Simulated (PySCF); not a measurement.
## Ca₂⁺: energy against distance

Set-up: basis Ca pcseg-1; no relativity; PySCF 2.14. Energies in eV from Ca⁺ + Ca in their ground configurations at the same level. State: ²Σu⁺ (doublet), unpaired electrons σ ↑.

All columns are BLYP.

```tsv
R (Å)	E (eV)	HOMO (eV)	LUMO (eV)	Mayer bond order	⟨S²⟩
3.321	-1.020	-7.03	-6.78	1.05	0.76
3.475	-1.162	-7.05	-6.63	1.00	0.76
3.629	-1.239	-7.08	-6.63	0.95	0.76
3.745	-1.267	-7.10	-6.66	0.92	0.77
3.861	-1.275	-7.12	-6.68	0.88	0.77
3.977	-1.269	-7.14	-6.71	0.85	0.77
4.131	-1.245	-7.17	-6.74	0.81	0.77
4.324	-1.199	-7.20	-6.79	0.76	0.77
4.556	-1.133	-7.23	-6.84	0.70	0.77
4.865	-1.046	-7.26	-6.89	0.65	0.77
```

The state was picked by a PBE0 search and need not be the measured ground state.
